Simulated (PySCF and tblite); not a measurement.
Values are calculated unless marked as measured or tabulated.
System: C3H5BN2O2, numbered as in [OH:1][B:2]([OH:3])[c:4]1[cH:5][cH:6][nH:7][n:8]1.

Geometries: GFN2-xTB; energies: revPBE/pcSseg-1 + D3(BJ), IEF-PCM acetonitrile; zero-point and thermal terms from GFN2-xTB harmonic modes (soft modes blended into free rotors). Rates follow Eyring's equation with the number of equivalent paths and no tunnelling. Run with tblite and PySCF.

Task: How high is the barrier to the rotation about the B2–C4 bond (torsion O1–B2–C4–C5 from 0° to 180°, rising), through which structure does it pass, and what rate follows at 298 K?

Result: The electronic barrier is 5.4 kcal/mol and ΔG‡(298 K) 5.6 kcal/mol, over a C1 saddle with an imaginary mode of 47i cm⁻¹ (GFN2-xTB). With 2 equivalent paths, k is 9.6×10⁸ s⁻¹, a mean lifetime of the start of 1 ns against this motion. The end lies 1.3 kcal/mol above the start in free energy.
